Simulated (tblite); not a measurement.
Question: What does the GFN2-xTB structure of InChI=1S/C5H7N3O/c1-4-3-8(5(2)9)7-6-4/h3H,1-2H3 look like in three dimensions?

Answer: 
Z-matrix in Å and degrees, rows numbered from 1:
```
C 
C   1  1.4939
O   2  1.2001  1  126.70
N   2  1.4055  1  113.05  3  -179.94
C   4  1.3690  2  127.77  1   179.93
C   5  1.3704  4  104.76  2   179.99
C   6  1.4820  5  130.17  4   179.99
N   6  1.3646  5  107.28  4     0.03
N   8  1.2630  6  110.13  5    -0.00
H   1  1.0859  2  109.58  3    -0.06
H   1  1.0876  2  109.57  3  -121.32
H   1  1.0877  2  109.56  3   121.21
H   5  1.0684  4  121.91  2     0.07
H   7  1.0884  6  110.00  5   120.68
H   7  1.0864  6  110.15  5    -0.01
H   7  1.0884  6  110.00  5  -120.67
```

The C–C distances run from 1.370 Å (C5–C6, aromatic) to 1.494 Å (C1–C2, drawn single), a spread of 0.124 Å. The 5-membered ring N4–C5–C6–N8–N9 has internal angles of 104.8° to 110.1°; it is planar, 0.00 Å rms from its mean plane, widest ring torsion 0°. The 3 C–N bonds span 1.365 Å (C6–N8, aromatic) to 1.406 Å (C2–N4, drawn single), a spread of 0.041 Å. Of the pairs four or more bonds apart, N9···H11 is among the closest relative to their van der Waals radii: 2.66 Å, 97 % of the sum of Bondi's values.

The geometry is computed with GFN2-xTB (gas phase).

Point group: Cs (every atom within 0.08 Å of its image). Its GFN2-xTB frequencies are all real (lowest 28 cm⁻¹). The numbers are those of one conformer (C1–C2–N4–C5 180°).

Time: 0.18 s. Hardware: one thread, Intel Xeon Platinum 8488C (x86_64), shared host with 192 logical CPUs at a one-minute load of 66. That covers the optimisation of the geometry.
